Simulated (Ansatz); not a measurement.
Relaxation of n-SiSiSiSiSiH12 (Si5H12) with RKS r2SCAN-D4/def2-SVP.

```sh
$ ansatz run in.yaml --threads 4 --pin off --events-out ev --progress --plain --max-ram 4787MiB
```

```yaml
crystal:
  periodic: [false, false, false]
  atoms:
    - {symbol: Si, position_ang: [0.238100, 0.957030, 2.848030]}
    - {symbol: Si, position_ang: [1.344420, -0.488760, 1.420990]}
    - {symbol: Si, position_ang: [-0.026090, -1.708230, -0.006730]}
    - {symbol: Si, position_ang: [-1.352640, -0.390960, -1.388200]}
    - {symbol: Si, position_ang: [-0.210230, 0.966400, -2.870340]}
    - {symbol: H, position_ang: [0.128650, 0.441530, 4.214690]}
    - {symbol: H, position_ang: [0.863840, 2.276200, 2.957510]}
    - {symbol: H, position_ang: [-1.134140, 1.189300, 2.383530]}
    - {symbol: H, position_ang: [2.232790, -1.370530, 2.194810]}
    - {symbol: H, position_ang: [2.291300, 0.276470, 0.590360]}
    - {symbol: H, position_ang: [-0.852110, -2.625220, 0.796280]}
    - {symbol: H, position_ang: [0.766230, -2.628400, -0.838190]}
    - {symbol: H, position_ang: [-2.203050, 0.444050, -0.520770]}
    - {symbol: H, position_ang: [-2.336720, -1.206880, -2.116300]}
    - {symbol: H, position_ang: [1.170890, 1.174020, -2.420990]}
    - {symbol: H, position_ang: [-0.125430, 0.394970, -4.216350]}
    - {symbol: H, position_ang: [-0.795820, 2.299010, -3.028340]}
basis:
  gaussian: {orbitals: def2-SVP}
hamiltonian: {xc: r2scan, dispersion: d4}
scf: {lower_state_search: "off"}
output: {orbitals: {seedname: orbitals}}
relax: {f_tol: 0.02, max_steps: 100}
```

Hardware: 4 threads of Arm Neoverse V2 on a shared host. Wall time 71 s.

Positions (Å) and forces (eV/Å) at steps 1, 2, 4, 5, 6, 7, 8, 9, 10, 12, 13, 16, 17, 18, 19, 20, 21 of 25:

```xyz
17
step=1 energy=-39567.0607 eV
Si    0.238    0.957    2.848   -0.241    0.051    0.024
Si    1.344   -0.489    1.421    0.195    0.032   -0.189
Si   -0.026   -1.708   -0.007    0.001   -0.060    0.001
Si   -1.353   -0.391   -1.388   -0.194    0.040    0.212
Si   -0.210    0.966   -2.870    0.248    0.037   -0.032
H     0.129    0.442    4.215    0.025   -0.367    0.503
H     0.864    2.276    2.958    0.405    0.486   -0.078
H    -1.134    1.189    2.384   -0.529    0.053   -0.252
H     2.233   -1.371    2.195    0.151   -0.431    0.319
H     2.291    0.276    0.590    0.194    0.368   -0.341
H    -0.852   -2.625    0.796   -0.444   -0.155    0.315
H     0.766   -2.628   -0.838    0.441   -0.175   -0.328
H    -2.203    0.444   -0.521   -0.153    0.381    0.340
H    -2.337   -1.207   -2.116   -0.204   -0.419   -0.321
H     1.171    1.174   -2.421    0.533    0.045    0.251
H    -0.125    0.395   -4.216   -0.034   -0.384   -0.489
H    -0.796    2.299   -3.028   -0.394    0.499    0.063
17
step=2 energy=-39567.2420 eV
Si    0.175    0.965    2.771    0.173   -0.070   -0.019
Si    1.394   -0.459    1.352   -0.194   -0.097    0.021
Si   -0.026   -1.740   -0.009   -0.013    0.143    0.011
Si   -1.403   -0.361   -1.318    0.197   -0.103   -0.032
Si   -0.145    0.968   -2.792   -0.186   -0.053    0.030
H     0.106    0.366    4.133   -0.034    0.001    0.085
H     0.892    2.270    2.836   -0.021    0.113    0.077
H    -1.211    1.195    2.276   -0.075    0.013   -0.056
H     2.221   -1.414    2.151    0.088    0.045    0.075
H     2.305    0.362    0.498    0.019   -0.009   -0.062
H    -0.942   -2.600    0.802    0.092   -0.068    0.111
H     0.855   -2.610   -0.847   -0.088   -0.063   -0.117
H    -2.215    0.528   -0.432   -0.017   -0.013    0.064
H    -2.333   -1.251   -2.079   -0.084    0.047   -0.075
H     1.249    1.175   -2.309    0.076    0.013    0.061
H    -0.099    0.316   -4.130    0.036   -0.007   -0.086
H    -0.825    2.290   -2.904    0.031    0.110   -0.088
17
step=4 energy=-39567.2919 eV
Si    0.192    0.945    2.796    0.007   -0.007   -0.011
Si    1.396   -0.444    1.323   -0.017    0.013   -0.008
Si   -0.039   -1.749   -0.004    0.000    0.004   -0.001
Si   -1.413   -0.357   -1.308    0.020    0.012    0.007
Si   -0.151    0.950   -2.804   -0.009   -0.010    0.013
H     0.010    0.262    4.112   -0.014   -0.018   -0.008
H     0.926    2.228    3.022    0.004   -0.005    0.008
H    -1.156    1.263    2.235   -0.001    0.011   -0.006
H     2.313   -1.326    2.111    0.015    0.003   -0.001
H     2.235    0.404    0.419    0.004    0.007   -0.008
H    -0.888   -2.615    0.875    0.002   -0.004    0.007
H     0.770   -2.639   -0.898   -0.004   -0.004   -0.006
H    -2.180    0.544   -0.390   -0.005    0.006    0.007
H    -2.400   -1.179   -2.079   -0.014    0.003    0.000
H     1.196    1.251   -2.229    0.002    0.013    0.007
H     0.036    0.217   -4.093    0.016   -0.019    0.008
H    -0.847    2.243   -3.087   -0.004   -0.003   -0.007
17
step=5 energy=-39567.3037 eV
Si    0.191    0.923    2.778   -0.018    0.062    0.121
Si    1.408   -0.416    1.273    0.025    0.009    0.002
Si   -0.050   -1.751   -0.001    0.008    0.022    0.002
Si   -1.432   -0.339   -1.275    0.011    0.007   -0.005
Si   -0.138    0.928   -2.776    0.054    0.056   -0.145
H    -0.091    0.149    4.038    0.017    0.081   -0.154
H     0.963    2.164    3.137   -0.089   -0.149   -0.030
H    -1.117    1.332    2.166    0.098   -0.011    0.052
H     2.386   -1.261    2.033   -0.021    0.016   -0.019
H     2.186    0.464    0.341   -0.019   -0.017    0.018
H    -0.876   -2.609    0.907   -0.009   -0.006    0.018
H     0.730   -2.648   -0.911    0.007   -0.007   -0.015
H    -2.161    0.583   -0.346    0.002    0.004    0.003
H    -2.452   -1.128   -2.036   -0.002   -0.004    0.001
H     1.158    1.327   -2.128   -0.134   -0.015   -0.076
H     0.171    0.109   -4.003   -0.030    0.111    0.186
H    -0.874    2.172   -3.198    0.101   -0.161    0.043
17
step=6 energy=-39567.3092 eV
Si    0.191    0.919    2.774   -0.020    0.055    0.119
Si    1.410   -0.412    1.266    0.024    0.011   -0.014
Si   -0.051   -1.750    0.000    0.007    0.016    0.004
Si   -1.435   -0.336   -1.269    0.005    0.013    0.010
Si   -0.138    0.924   -2.771    0.054    0.055   -0.142
H    -0.114    0.128    4.015    0.015    0.063   -0.116
H     0.971    2.143    3.162   -0.063   -0.118   -0.024
H    -1.105    1.356    2.160    0.082   -0.015    0.027
H     2.396   -1.254    2.019   -0.021    0.017   -0.010
H     2.178    0.473    0.331   -0.015   -0.015    0.014
H    -0.872   -2.605    0.914   -0.008   -0.007    0.012
H     0.724   -2.648   -0.914    0.005   -0.007   -0.011
H    -2.157    0.589   -0.339    0.001    0.000    0.004
H    -2.460   -1.123   -2.026    0.002    0.001   -0.004
H     1.146    1.355   -2.122   -0.109   -0.022   -0.043
H     0.196    0.090   -3.977   -0.026    0.084    0.140
H    -0.879    2.152   -3.224    0.067   -0.129    0.035
17
step=7 energy=-39567.3220 eV
Si    0.201    0.900    2.770   -0.051    0.069    0.059
Si    1.421   -0.391    1.236    0.020   -0.011    0.027
Si   -0.053   -1.742    0.003   -0.008   -0.008   -0.003
Si   -1.445   -0.320   -1.246   -0.014   -0.011   -0.024
Si   -0.143    0.907   -2.764    0.053    0.076   -0.048
H    -0.217    0.047    3.932    0.026    0.063   -0.096
H     1.022    2.050    3.277   -0.063   -0.088   -0.015
H    -1.032    1.445    2.109    0.078   -0.012    0.059
H     2.426   -1.212    1.983    0.007   -0.016   -0.018
H     2.161    0.507    0.292   -0.007   -0.004    0.009
H    -0.866   -2.588    0.934    0.013   -0.002    0.006
H     0.705   -2.645   -0.921   -0.006   -0.002   -0.003
H    -2.151    0.612   -0.309    0.008    0.000   -0.014
H    -2.480   -1.091   -2.006   -0.007   -0.017    0.021
H     1.071    1.449   -2.069   -0.077   -0.016   -0.065
H     0.304    0.016   -3.886   -0.027    0.064    0.090
H    -0.923    2.056   -3.332    0.058   -0.085    0.015
17
step=8 energy=-39567.3252 eV
Si    0.210    0.891    2.776   -0.100    0.103    0.171
Si    1.428   -0.376    1.222    0.040   -0.026   -0.016
Si   -0.055   -1.732    0.005    0.000   -0.005    0.010
Si   -1.450   -0.307   -1.237   -0.063   -0.029    0.025
Si   -0.151    0.903   -2.771    0.085    0.081   -0.140
H    -0.324   -0.030    3.845    0.063    0.167   -0.164
H     1.072    1.948    3.423   -0.148   -0.183   -0.100
H    -0.953    1.565    2.091    0.180   -0.091    0.119
H     2.451   -1.208    1.934    0.001    0.012    0.014
H     2.145    0.537    0.277    0.010    0.003   -0.005
H    -0.844   -2.576    0.961    0.000    0.023   -0.037
H     0.682   -2.641   -0.932   -0.002    0.021    0.025
H    -2.139    0.643   -0.306    0.000   -0.014   -0.003
H    -2.499   -1.094   -1.963    0.015    0.028   -0.006
H     0.996    1.571   -2.058   -0.160   -0.079   -0.115
H     0.402   -0.052   -3.796   -0.048    0.152    0.125
H    -0.971    1.958   -3.471    0.129   -0.163    0.096
17
step=9 energy=-39567.3312 eV
Si    0.222    0.884    2.784   -0.059    0.121    0.149
Si    1.449   -0.386    1.235   -0.057    0.046    0.009
Si   -0.052   -1.713    0.006   -0.015   -0.093   -0.013
Si   -1.470   -0.316   -1.245    0.051    0.040   -0.012
Si   -0.167    0.891   -2.780    0.068    0.129   -0.130
H    -0.346   -0.015    3.847    0.058    0.060   -0.113
H     1.087    1.919    3.447   -0.068   -0.102   -0.054
H    -0.920    1.587    2.109    0.106   -0.062    0.025
H     2.464   -1.212    1.963   -0.025   -0.023   -0.022
H     2.175    0.524    0.294   -0.001    0.002    0.008
H    -0.863   -2.560    0.939    0.037    0.004    0.011
H     0.700   -2.619   -0.921   -0.022   -0.002   -0.006
H    -2.165    0.627   -0.312    0.004    0.007   -0.019
H    -2.514   -1.092   -1.988    0.027   -0.028    0.033
H     0.963    1.588   -2.080   -0.096   -0.055   -0.027
H     0.423   -0.036   -3.805   -0.063    0.049    0.107
H    -0.988    1.928   -3.493    0.057   -0.093    0.053
17
step=10 energy=-39567.3413 eV
Si    0.231    0.895    2.788   -0.001    0.001    0.002
Si    1.440   -0.385    1.236    0.000   -0.001   -0.001
Si   -0.051   -1.720    0.004    0.000   -0.001    0.000
Si   -1.462   -0.315   -1.245   -0.001   -0.001    0.003
Si   -0.176    0.904   -2.784    0.003    0.001   -0.004
H    -0.391   -0.011    3.802   -0.004    0.002   -0.006
H     1.114    1.874    3.492    0.003   -0.006    0.004
H    -0.858    1.646    2.091    0.005    0.007    0.000
H     2.445   -1.230    1.955   -0.002   -0.002   -0.001
H     2.177    0.521    0.299    0.001   -0.001    0.000
H    -0.850   -2.568    0.946    0.002    0.000    0.001
H     0.695   -2.624   -0.928   -0.001    0.000   -0.001
H    -2.166    0.628   -0.319   -0.001   -0.001    0.000
H    -2.498   -1.114   -1.974    0.002   -0.002    0.000
H     0.908    1.645   -2.069   -0.005    0.006    0.000
H     0.456   -0.035   -3.762    0.003    0.001    0.006
H    -1.015    1.889   -3.533   -0.004   -0.005   -0.003
17
step=12 energy=-39567.3446 eV
Si    0.253    0.902    2.791   -0.048    0.032    0.027
Si    1.447   -0.389    1.236    0.016   -0.007   -0.017
Si   -0.049   -1.715    0.003    0.011    0.035    0.010
Si   -1.470   -0.319   -1.243   -0.012   -0.004    0.017
Si   -0.201    0.912   -2.788    0.035    0.011   -0.024
H    -0.509   -0.011    3.706    0.033    0.065   -0.043
H     1.174    1.756    3.610   -0.057   -0.048   -0.042
H    -0.723    1.790    2.076    0.069   -0.059    0.053
H     2.437   -1.256    1.953    0.001    0.012    0.008
H     2.201    0.512    0.307    0.001   -0.006   -0.001
H    -0.833   -2.567    0.952   -0.017   -0.005   -0.003
H     0.691   -2.616   -0.937    0.007   -0.002   -0.002
H    -2.187    0.621   -0.325   -0.004   -0.009    0.012
H    -2.493   -1.142   -1.964   -0.004    0.014   -0.017
H     0.787    1.779   -2.066   -0.054   -0.046   -0.037
H     0.549   -0.038   -3.672   -0.018    0.054    0.025
H    -1.076    1.781   -3.638    0.041   -0.037    0.034
17
step=13 energy=-39567.3458 eV
Si    0.254    0.902    2.789   -0.032    0.026    0.002
Si    1.450   -0.389    1.236    0.015   -0.016   -0.002
Si   -0.048   -1.714    0.003    0.002    0.018   -0.002
Si   -1.471   -0.320   -1.242   -0.011   -0.017    0.003
Si   -0.202    0.910   -2.787    0.020    0.018    0.007
H    -0.508   -0.002    3.708    0.018    0.029   -0.027
H     1.170    1.761    3.605   -0.025   -0.026   -0.023
H    -0.720    1.784    2.069    0.034   -0.026    0.031
H     2.437   -1.256    1.956    0.003    0.006    0.002
H     2.206    0.508    0.305   -0.002   -0.002    0.003
H    -0.835   -2.567    0.951   -0.010   -0.002    0.001
H     0.690   -2.615   -0.938    0.010   -0.002    0.002
H    -2.192    0.613   -0.319    0.000    0.003   -0.002
H    -2.492   -1.140   -1.970   -0.006    0.003   -0.003
H     0.784    1.770   -2.057   -0.023   -0.017   -0.026
H     0.550   -0.030   -3.677   -0.011    0.023    0.019
H    -1.073    1.785   -3.632    0.019   -0.018    0.017
17
step=16 energy=-39567.3509 eV
Si    0.278    0.983    2.617   -0.112   -0.119   -0.017
Si    1.468   -0.456    1.186    0.050    0.023    0.037
Si   -0.044   -1.806    0.001   -0.010    0.021    0.011
Si   -1.492   -0.390   -1.188   -0.055    0.028   -0.025
Si   -0.229    0.988   -2.617    0.085   -0.131    0.010
H    -0.693    0.177    3.429    0.054    0.053   -0.042
H     1.187    1.713    3.549    0.044    0.025    0.013
H    -0.493    1.979    1.811    0.012   -0.004   -0.001
H     2.411   -1.302    1.987   -0.007    0.020   -0.008
H     2.274    0.361    0.220   -0.007   -0.025    0.009
H    -0.801   -2.660    0.974    0.008    0.020   -0.033
H     0.672   -2.701   -0.965   -0.005    0.020    0.024
H    -2.260    0.469   -0.228    0.014   -0.040   -0.012
H    -2.472   -1.195   -1.988    0.017    0.031    0.009
H     0.595    1.940   -1.812   -0.005    0.007    0.018
H     0.697    0.133   -3.429   -0.032    0.040    0.026
H    -1.096    1.766   -3.548   -0.050    0.032   -0.019
17
step=17 energy=-39567.3519 eV
Si    0.279    1.007    2.544   -0.102   -0.115   -0.015
Si    1.488   -0.484    1.177   -0.014    0.055   -0.008
Si   -0.044   -1.821    0.002    0.006   -0.044    0.014
Si   -1.510   -0.415   -1.178   -0.004    0.052    0.023
Si   -0.232    1.014   -2.547    0.063   -0.143    0.021
H    -0.752    0.247    3.334    0.112    0.083   -0.088
H     1.189    1.710    3.495    0.017    0.045    0.035
H    -0.424    2.025    1.697    0.042   -0.063    0.033
H     2.411   -1.329    2.004   -0.038    0.035   -0.013
H     2.314    0.296    0.196   -0.017   -0.022    0.042
H    -0.789   -2.677    0.981    0.006    0.014   -0.031
H     0.667   -2.714   -0.970   -0.015    0.009    0.015
H    -2.299    0.408   -0.199    0.024   -0.038   -0.045
H    -2.472   -1.221   -2.000    0.043    0.044    0.012
H     0.537    1.982   -1.703   -0.026   -0.031   -0.007
H     0.742    0.197   -3.345   -0.067    0.067    0.057
H    -1.104    1.775   -3.487   -0.031    0.052   -0.043
17
step=18 energy=-39567.3544 eV
Si    0.282    1.000    2.557   -0.072   -0.063   -0.030
Si    1.486   -0.478    1.177    0.001    0.045    0.042
Si   -0.043   -1.817    0.002   -0.006   -0.025    0.005
Si   -1.508   -0.409   -1.176   -0.003    0.039   -0.038
Si   -0.234    1.004   -2.559    0.038   -0.071    0.037
H    -0.730    0.231    3.355    0.068    0.053   -0.050
H     1.187    1.726    3.497    0.011    0.017    0.013
H    -0.441    2.001    1.709    0.021   -0.033    0.026
H     2.408   -1.319    2.008   -0.020    0.008   -0.017
H     2.314    0.310    0.206   -0.017   -0.024    0.016
H    -0.799   -2.674    0.973    0.019    0.011   -0.008
H     0.672   -2.711   -0.965   -0.017    0.009    0.002
H    -2.299    0.419   -0.207    0.022   -0.028   -0.020
H    -2.469   -1.208   -2.005    0.022    0.010    0.020
H     0.549    1.959   -1.714   -0.007   -0.012   -0.010
H     0.728    0.184   -3.366   -0.043    0.039    0.034
H    -1.103    1.783   -3.490   -0.017    0.025   -0.022
17
step=19 energy=-39567.3562 eV
Si    0.281    1.004    2.547   -0.006   -0.022   -0.021
Si    1.485   -0.482    1.180    0.007    0.021    0.012
Si   -0.043   -1.822    0.003   -0.007   -0.010   -0.007
Si   -1.505   -0.414   -1.178   -0.006    0.024   -0.010
Si   -0.233    1.009   -2.550   -0.002   -0.024    0.019
H    -0.715    0.238    3.359    0.005    0.007    0.001
H     1.183    1.755    3.473    0.010    0.003    0.002
H    -0.457    1.985    1.694    0.000   -0.002   -0.006
H     2.401   -1.324    2.014   -0.009    0.003   -0.002
H     2.317    0.297    0.207   -0.004   -0.009    0.005
H    -0.797   -2.678    0.975    0.002    0.004   -0.003
H     0.666   -2.715   -0.968    0.005    0.000    0.005
H    -2.299    0.406   -0.207    0.001   -0.006   -0.005
H    -2.462   -1.211   -2.011    0.010    0.000    0.005
H     0.562    1.947   -1.700    0.005    0.003    0.010
H     0.715    0.193   -3.370   -0.002    0.004   -0.003
H    -1.099    1.809   -3.467   -0.010    0.004   -0.003
17
step=20 energy=-39567.3586 eV
Si    0.285    1.033    2.470    0.051    0.025   -0.047
Si    1.490   -0.507    1.166    0.015   -0.008    0.026
Si   -0.043   -1.855    0.002    0.000    0.028    0.004
Si   -1.510   -0.437   -1.161   -0.001   -0.012   -0.034
Si   -0.237    1.038   -2.474   -0.042    0.036    0.031
H    -0.732    0.310    3.289   -0.036   -0.029    0.027
H     1.179    1.806    3.386    0.006   -0.006   -0.010
H    -0.425    1.993    1.570   -0.008    0.001   -0.002
H     2.374   -1.345    2.038   -0.004    0.014   -0.005
H     2.354    0.227    0.185   -0.015   -0.008    0.015
H    -0.790   -2.710    0.977   -0.006   -0.006    0.010
H     0.662   -2.748   -0.971    0.005   -0.002   -0.009
H    -2.334    0.342   -0.181    0.009   -0.003   -0.005
H    -2.437   -1.233   -2.028   -0.002    0.009    0.000
H     0.534    1.957   -1.581    0.004   -0.005   -0.002
H     0.731    0.265   -3.308    0.021   -0.022   -0.015
H    -1.099    1.862   -3.378    0.003   -0.013    0.016
17
step=21 energy=-39567.3576 eV rejected
Si    0.295    1.079    2.350    0.081    0.037   -0.080
Si    1.500   -0.555    1.154    0.033    0.067    0.038
Si   -0.043   -1.902    0.003    0.010    0.027   -0.007
Si   -1.520   -0.482   -1.146   -0.010    0.064   -0.037
Si   -0.248    1.086   -2.358   -0.052    0.054    0.049
H    -0.751    0.416    3.181   -0.058   -0.029    0.033
H     1.180    1.883    3.250   -0.006   -0.022   -0.032
H    -0.376    2.007    1.383    0.020   -0.050    0.051
H     2.342   -1.375    2.089   -0.041    0.043   -0.048
H     2.407    0.122    0.166   -0.045   -0.044    0.050
H    -0.783   -2.757    0.982   -0.016   -0.019    0.021
H     0.654   -2.792   -0.977    0.012   -0.015   -0.014
H    -2.382    0.242   -0.154    0.024   -0.031   -0.033
H    -2.409   -1.260   -2.071    0.027    0.027    0.031
H     0.491    1.973   -1.400   -0.029   -0.057   -0.060
H     0.747    0.370   -3.212    0.026   -0.011   -0.010
H    -1.105    1.943   -3.239    0.023   -0.042    0.047
```

Another isomer (singlet) lies 0.16 eV lower at PBE0-D4/def2-TZVP; other spin states weren't run for this one.
